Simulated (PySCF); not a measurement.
Bond length, frequency and bond energy of Sc2 by level of theory

State: quintet, unpaired electrons σ ↑↑, π ↑↑. Set-up: basis Sc def2-TZVPP; no relativity; PySCF 2.14. De refers to Sc (3d1 4s2) + Sc (3d1 4s2) in their high-spin ground configurations, without counterpoise correction. The functionals are run spin-unrestricted. Levels whose curve was spin-contaminated or gave no clean fit are not listed.

```
 Level  Re (Å)  ωe (cm⁻¹)  De (eV)
  ROHF   2.658        283      n/a
   PBE   2.619        246     1.67
PBEsol   2.589        251     2.00
  BP86   2.615        245     1.55
r²SCAN   2.559        250     1.21
 B3LYP   2.579        260     0.53
  PBE0   2.557        268     0.79
  MN15   2.469        287     0.58
 ωB97X   2.538        282      n/a
```

The metal atom is held in its measured ground configuration; semilocal functionals can put another filling of s and d lower by some tenths of an eV, and De to that atom would be smaller. With d or f electrons several states lie close, and the lowest PBE0 determinant need not be the measured ground state.

The whole job (state search and all levels along the bond) took about 17 min on 2 threads of Arm Neoverse V2 (shared host), peak memory 7.9 GiB.
